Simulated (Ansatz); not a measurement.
C8H20InN, SMILES `C[CH](C)[In]([CH](C)C)[N](C)C`. Total charge 0; spin multiplicity 1. In: def2 effective core potential. All single points use the PBE0-D4/def2-TZVP geometry. It is one conformer, not always the lowest.

```xyz
30

C     2.655    0.978   -1.162
C     1.398    1.558   -0.525
C     1.738    2.425    0.680
In   -0.024   -0.024   -0.049
C    -0.711   -0.949    1.801
C     0.218   -0.678    2.976
C    -2.141   -0.526    2.116
N    -0.913   -0.815   -1.706
C    -0.680   -0.344   -3.042
C    -1.847   -1.905   -1.671
H     3.349    1.777   -1.456
H     2.436    0.390   -2.058
H     3.199    0.328   -0.469
H     0.887    2.178   -1.270
H     2.434    3.227    0.402
H     2.221    1.845    1.472
H     0.854    2.898    1.116
H    -0.708   -2.025    1.592
H     1.237   -1.029    2.792
H    -0.141   -1.179    3.885
H     0.279    0.391    3.206
H    -2.834   -0.757    1.302
H    -2.213    0.549    2.312
H    -2.511   -1.035    3.016
H     0.027    0.491   -3.049
H    -1.607    0.007   -3.526
H    -0.266   -1.132   -3.694
H    -2.002   -2.258   -0.648
H    -2.833   -1.620   -2.075
H    -1.501   -2.766   -2.267
```

What is the dipole moment at r2SCAN/def2-TZVPP? (Estimate.)

Computed: 0.61 D, with components (0.27, 0.24, 0.50) D in this frame, pointing from negative to positive charge.

And with PBE, B3LYP, ωB97M-V? (Best estimate.)

Computed: PBE 0.52 D, B3LYP 0.66 D, ωB97M-V 0.76 D.

Give the Mulliken charges with r2SCAN, B3LYP, PBE in def2-TZVPP. (Best estimate.)

The calculation gave: 
| atom | r2SCAN | B3LYP | PBE |
| --- | --- | --- | --- |
| C1 | -0.17 | -0.29 | -0.28 |
| C2 | -0.09 | -0.19 | -0.16 |
| C3 | -0.18 | -0.28 | -0.27 |
| In4 | 0.49 | 0.63 | 0.50 |
| C5 | -0.09 | -0.19 | -0.16 |
| C6 | -0.18 | -0.28 | -0.27 |
| C7 | -0.17 | -0.29 | -0.28 |
| N8 | -0.32 | -0.32 | -0.24 |
| C9 | -0.02 | -0.15 | -0.16 |
| C10 | -0.02 | -0.15 | -0.16 |
| H11 | 0.03 | 0.07 | 0.07 |
| H12 | 0.05 | 0.09 | 0.09 |
| H13 | 0.05 | 0.08 | 0.08 |
| H14 | 0.03 | 0.07 | 0.07 |
| H15 | 0.04 | 0.07 | 0.07 |
| H16 | 0.04 | 0.08 | 0.08 |
| H17 | 0.05 | 0.08 | 0.08 |
| H18 | 0.03 | 0.07 | 0.07 |
| H19 | 0.05 | 0.08 | 0.08 |
| H20 | 0.04 | 0.07 | 0.07 |
| H21 | 0.04 | 0.08 | 0.08 |
| H22 | 0.05 | 0.09 | 0.09 |
| H23 | 0.05 | 0.08 | 0.08 |
| H24 | 0.03 | 0.07 | 0.07 |
| H25 | 0.03 | 0.07 | 0.07 |
| H26 | 0.03 | 0.07 | 0.07 |
| H27 | 0.03 | 0.07 | 0.07 |
| H28 | 0.03 | 0.07 | 0.07 |
| H29 | 0.03 | 0.07 | 0.07 |
| H30 | 0.03 | 0.07 | 0.07 |

B3LYP here is the variant with VWN-RPA as its local correlation; programs differ in this.
